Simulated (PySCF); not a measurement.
CClF2, SMILES F[C](Cl)F, multiplicity 2. The structure is a stationary point at B3LYP-D3(BJ)/def2-TZVP. The isomer is the one that the SMILES or the coordinates give; other isomers of the formula were not compared.

The numbers are results of PySCF 2.14.0 with B3LYP-D3(BJ)/def2-TZVP, not measurements.

Harmonic wavenumbers (cm⁻¹): 361, 417, 594, 743, 1149, 1205. Rotational constants (GHz): 10.89, 4.859, 3.431; symmetry number 1.

Work out the zero-point energy and the ideal-gas rigid-rotor harmonic-oscillator thermochemistry at 298.15 K and 1 atm.

ZPE = ½ Σ hcν = ½ × 4469 cm⁻¹ = 6.39 kcal/mol. H − E(el) = 9.35 kcal/mol. Entropy in cal/(mol K): translation 39.25, rotation 24.98, vibration 2.83, spin 1.38, total 68.44. G − E(el) = -11.06 kcal/mol. Cp = 13.17 cal/(mol K).
